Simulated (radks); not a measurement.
The numbers below are computed, except where a source is named.
All-electron atom: Nd2+ in [Xe] 4f2.5 6s1.5 (fractional occupations, a model configuration). Level of theory: Dirac Kohn-Sham, PBE, spin-unpolarised, spherical densities, finite nucleus; open shells are shared between the two j in proportion to 2j + 1; Fermi nuclear charge, rms radius 4.9123 fm (a radial shooting solver on a logarithmic mesh with Libxc functionals).

Normalised radial functions P(r) = r R(r) (large component), r in bohr:

| r | 5p3/2 | 4f5/2 | 6s1/2 |
|---|---|---|---|
| 0.00084 | 0.0004 | 0.0000 | 0.0135 |
| 0.0009779 | 0.0005 | 0.0000 | 0.0153 |
| 0.001138 | 0.0007 | 0.0000 | 0.0174 |
| 0.001315 | 0.0009 | 0.0000 | 0.0195 |
| 0.001531 | 0.0012 | 0.0000 | 0.0221 |
| 0.001782 | 0.0016 | 0.0000 | 0.0249 |
| 0.002074 | 0.0021 | 0.0000 | 0.0280 |
| 0.002396 | 0.0028 | 0.0000 | 0.0312 |
| 0.002789 | 0.0037 | 0.0000 | 0.0348 |
| 0.003247 | 0.0049 | 0.0000 | 0.0387 |
| 0.00378 | 0.0065 | 0.0000 | 0.0427 |
| 0.004365 | 0.0085 | 0.0000 | 0.0467 |
| 0.005082 | 0.0112 | 0.0000 | 0.0508 |
| 0.005916 | 0.0146 | 0.0000 | 0.0548 |
| 0.006887 | 0.0191 | 0.0000 | 0.0585 |
| 0.007954 | 0.0245 | 0.0000 | 0.0613 |
| 0.00926 | 0.0317 | 0.0000 | 0.0634 |
| 0.01078 | 0.0406 | 0.0000 | 0.0640 |
| 0.01255 | 0.0518 | 0.0000 | 0.0628 |
| 0.01449 | 0.0645 | 0.0001 | 0.0593 |
| 0.01687 | 0.0806 | 0.0001 | 0.0528 |
| 0.01964 | 0.0994 | 0.0003 | 0.0429 |
| 0.02287 | 0.1206 | 0.0004 | 0.0291 |
| 0.02662 | 0.1438 | 0.0008 | 0.0114 |
| 0.03074 | 0.1664 | 0.0013 | -0.0086 |
| 0.03579 | 0.1890 | 0.0021 | -0.0322 |
| 0.04167 | 0.2076 | 0.0036 | -0.0565 |
| 0.04851 | 0.2182 | 0.0059 | -0.0788 |
| 0.05602 | 0.2168 | 0.0095 | -0.0949 |
| 0.06521 | 0.1985 | 0.0154 | -0.1025 |
| 0.07592 | 0.1586 | 0.0246 | -0.0967 |
| 0.08838 | 0.0950 | 0.0386 | -0.0745 |
| 0.1021 | 0.0143 | 0.0581 | -0.0381 |
| 0.1188 | -0.0859 | 0.0876 | 0.0133 |
| 0.1383 | -0.1880 | 0.1292 | 0.0701 |
| 0.161 | -0.2723 | 0.1856 | 0.1197 |
| 0.186 | -0.3148 | 0.2550 | 0.1467 |
| 0.2165 | -0.2999 | 0.3461 | 0.1415 |
| 0.2521 | -0.2122 | 0.4546 | 0.0951 |
| 0.2934 | -0.0573 | 0.5765 | 0.0126 |
| 0.3389 | 0.1272 | 0.6974 | -0.0819 |
| 0.3945 | 0.3176 | 0.8206 | -0.1706 |
| 0.4593 | 0.4487 | 0.9269 | -0.2159 |
| 0.5347 | 0.4713 | 1.0019 | -0.1939 |
| 0.6225 | 0.3610 | 1.0346 | -0.1004 |
| 0.7189 | 0.1445 | 1.0225 | 0.0353 |
| 0.8369 | -0.1580 | 0.9668 | 0.1889 |
| 0.9743 | -0.4712 | 0.8754 | 0.3052 |
| 1.134 | -0.7286 | 0.7602 | 0.3429 |
| 1.31 | -0.8762 | 0.6396 | 0.2866 |
| 1.525 | -0.9095 | 0.5094 | 0.1347 |
| 1.775 | -0.8274 | 0.3853 | -0.0813 |
| 2.067 | -0.6676 | 0.2751 | -0.3117 |
| 2.387 | -0.4894 | 0.1888 | -0.4963 |
| 2.779 | -0.3143 | 0.1186 | -0.6177 |
| 3.235 | -0.1782 | 0.0691 | -0.6453 |
| 3.766 | -0.0878 | 0.0367 | -0.5822 |
| 4.349 | -0.0387 | 0.0181 | -0.4630 |
| 5.063 | -0.0136 | 0.0075 | -0.3163 |
| 5.894 | -0.0039 | 0.0027 | -0.1857 |
| 6.861 | -0.0009 | 0.0008 | -0.0916 |
| 7.924 | -0.0002 | 0.0002 | -0.0391 |
| 9.225 | 0.0000 | 0.0000 | -0.0128 |
| 10.74 | 0.0000 | 0.0000 | -0.0033 |

5p3/2: eigenvalue -41.711 eV, 3 radial nodes at r = 0.104, 0.307, 0.775 bohr, <r> = 1.65 bohr, 90 % of the charge inside 2.39 bohr. 4f5/2: eigenvalue -27.512 eV, 0 radial nodes, <r> = 0.937 bohr, 90 % of the charge inside 1.58 bohr. 6s1/2: eigenvalue -16.290 eV, 5 radial nodes at r = 0.0290, 0.115, 0.299, 0.694, 1.68 bohr, <r> = 3.41 bohr, 90 % of the charge inside 4.84 bohr.
